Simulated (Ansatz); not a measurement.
**A geometry optimisation of C4H10OSi with B3LYP-D3(BJ)/def2-SVP**

The starting geometry of this gas-phase singlet was optimised with GFN2-xTB; its bonds are those of `C=C[Si](C)(C)O`.

```yaml
atoms:
  - { symbol: C, position_ang: [-1.9714, 1.1761, -0.3660] }
  - { symbol: C, position_ang: [-0.9900, 1.1327, 0.5217] }
  - { symbol: C, position_ang: [0.3041, -0.7698, 2.5663] }
  - { symbol: C, position_ang: [1.9318, 0.1305, 0.0275] }
  - { symbol: O, position_ang: [-0.2437, -1.5954, -0.1886] }
  - { symbol: Si, position_ang: [0.2192, -0.3118, 0.7168] }
  - { symbol: H, position_ang: [-2.1434, 0.3631, -1.0535] }
  - { symbol: H, position_ang: [-2.6420, 2.0173, -0.4600] }
  - { symbol: H, position_ang: [-0.8622, 1.9855, 1.1772] }
  - { symbol: H, position_ang: [-0.6806, -0.9827, 2.9741] }
  - { symbol: H, position_ang: [0.7314, 0.0341, 3.1562] }
  - { symbol: H, position_ang: [0.9204, -1.6507, 2.7211] }
  - { symbol: H, position_ang: [1.8758, 0.3634, -1.0308] }
  - { symbol: H, position_ang: [2.3504, 0.9928, 0.5362] }
  - { symbol: H, position_ang: [2.6251, -0.6956, 0.1470] }
  - { symbol: H, position_ang: [-1.0807, -2.0266, -0.0390] }
```

Question: Predict what it relaxes into with B3LYP-D3(BJ)/def2-SVP.

Answer: It keeps its bonds, and is `C=C[Si](C)(C)O`.

The energy falls by 0.11 eV over 10 steps:

```json
{"step": "1", "E − E(last) (eV)": "0.111"}
{"step": "2", "E − E(last) (eV)": "0.023"}
{"step": "3", "E − E(last) (eV)": "0.012"}
{"step": "4", "E − E(last) (eV)": "0.008"}
{"step": "5", "E − E(last) (eV)": "0.005"}
{"step": "6", "E − E(last) (eV)": "0.002"}
{"step": "7", "E − E(last) (eV)": "0.001"}
{"step": "8", "E − E(last) (eV)": "0.000"}
{"step": "9", "E − E(last) (eV)": "0.000"}
{"step": "10", "E − E(last) (eV)": "0.000"}
```

Final geometry (Å):

```yaml
atoms:
  - { symbol: C, position_ang: [-1.9567, 1.1535, -0.3705] }
  - { symbol: C, position_ang: [-0.9577, 1.1458, 0.5233] }
  - { symbol: C, position_ang: [0.3213, -0.7797, 2.5328] }
  - { symbol: C, position_ang: [1.9259, 0.1293, 0.0547] }
  - { symbol: O, position_ang: [-0.3181, -1.5786, -0.2268] }
  - { symbol: Si, position_ang: [0.2277, -0.2968, 0.7162] }
  - { symbol: H, position_ang: [-2.1211, 0.3028, -1.0422] }
  - { symbol: H, position_ang: [-2.6477, 1.9975, -0.4804] }
  - { symbol: H, position_ang: [-0.8382, 2.0295, 1.1670] }
  - { symbol: H, position_ang: [-0.6668, -1.0697, 2.9271] }
  - { symbol: H, position_ang: [0.6835, 0.0658, 3.1416] }
  - { symbol: H, position_ang: [1.0120, -1.6253, 2.6834] }
  - { symbol: H, position_ang: [1.8729, 0.3743, -1.0177] }
  - { symbol: H, position_ang: [2.3468, 1.0003, 0.5831] }
  - { symbol: H, position_ang: [2.6206, -0.7166, 0.1812] }
  - { symbol: H, position_ang: [-1.1601, -1.9693, 0.0334] }
```

No frequencies were run, so the end isn't proven a minimum. Run with Ansatz 0.2.0, 39 s on 2 threads of Arm Neoverse V2 (shared host).
